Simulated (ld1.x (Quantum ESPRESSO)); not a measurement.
An all-electron radial function and its pseudo partner (Sc (Z = 21))

Columns: radius, all-electron u(r) and pseudo u(r) of the 3p shell (level -33.62 eV) of scandium in the configuration [Ne] 3s2 3p6 3d1 4s2 4p0; PBE, scalar-relativistic, TM scheme, ld1.x (Quantum ESPRESSO) 7.5.

```tsv
r (bohr)	all-electron	pseudo
0.168	0.4996	-0.0702
0.335	0.1946	-0.2630
0.503	-0.3631	-0.5321
0.670	-0.7639	-0.7934
0.838	-0.9583	-0.9593
1.005	-0.9933	-0.9933
1.172	-0.9342	-0.9342
1.340	-0.8290	-0.8290
1.508	-0.7090	-0.7090
1.675	-0.5924	-0.5924
1.842	-0.4866	-0.4866
2.010	-0.3944	-0.3944
2.178	-0.3168	-0.3168
2.345	-0.2532	-0.2532
2.512	-0.2014	-0.2014
2.680	-0.1595	-0.1595
2.848	-0.1259	-0.1259
3.015	-0.0993	-0.0993
3.182	-0.0782	-0.0782
3.350	-0.0613	-0.0613
3.518	-0.0480	-0.0480
3.685	-0.0376	-0.0376
3.852	-0.0294	-0.0294
4.020	-0.0229	-0.0229
4.188	-0.0178	-0.0178
4.355	-0.0139	-0.0139
```

Problem. How many radial nodes do the two functions have?

Solution. The all-electron 3p function has n − l − 1 = 1; the pseudo-wave has 0, since the states of the same l below it are removed with the core.

Problem. At about which radius was the pseudo-wave matched?

Solution. 1.00 bohr, where the columns begin to agree (steps of 0.17 bohr).

Problem. Is the pseudo-wave norm-conserving?

Solution. Yes: the TM scheme keeps the norm inside the radius equal to the all-electron one, which fixes the energy derivative of the logarithmic derivative at the level.
